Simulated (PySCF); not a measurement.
CH₆OSiTe, SMILES CO[Te][SiH3].

Geometry optimised at PBE0-D3(BJ)/def2-SVP. This is a generated structure with no PubChem entry under its InChIKey; it may be hypothetical. The def2 effective core potentials stand for the cores of Te; spin–orbit coupling is left out. Other conformers were not sampled.

The numbers are results of PBE/def2-TZVP run with PySCF, not measurements.

Computed frontier levels, gap, dipole moment and polarisability:
* **highest occupied level**: -5.37 eV
* **lowest empty level**: -2.92 eV
* **orbital gap**: 2.46 eV
* **dipole moment**: 0.240 e·Å
* **quadrupole, principal values (traceless, Buckingham form, about the centre of nuclear charge)**: -5.82, 1.03, 4.79 D·Å
* **mean static polarisability**: 87.4 bohr³ (12.95 Å³)
* **polarisability, principal values**: 66.4, 88.5, 107.2 bohr³
